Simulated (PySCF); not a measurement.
Radial density of Ga²⁺ (gallium, charge +2)

PBE0, [Ar] 3d10 4s1, 2S determinant. Computed with PySCF 2.14 in 6-31G*, with no relativity, point nucleus.

| r (bohr) | 4πr²ρ (e/bohr) | 4πr²(ρα − ρβ) |
| --- | --- | --- |
| 0.000906 | 0.1953 | 0.0001 |
| 0.00152 | 0.5397 | 0.0002 |
| 0.00256 | 1.441 | 0.0006 |
| 0.00431 | 3.640 | 0.0016 |
| 0.00725 | 8.609 | 0.0037 |
| 0.0122 | 17.92 | 0.0075 |
| 0.0205 | 30.55 | 0.0115 |
| 0.0345 | 37.58 | 0.0095 |
| 0.0581 | 32.08 | 0.0000 |
| 0.0977 | 33.67 | 0.0115 |
| 0.164 | 43.37 | 0.0251 |
| 0.276 | 24.73 | -0.0309 |
| 0.465 | 25.32 | 0.0325 |
| 0.782 | 19.45 | -0.0182 |
| 1.31 | 4.086 | 0.3328 |
| 2.21 | 0.7659 | 0.5291 |
| 3.72 | 0.09139 | 0.0850 |
| 6.26 | 0.0001110 | 0.0001 |

Problem. Where is the radial spin density 4πr²(ρα − ρβ) most negative, and why is it negative at all?

Solution. Around r = 0.276 bohr, down to -0.0309 e/bohr: exchange with the open shell polarises the paired shells in an unrestricted calculation.
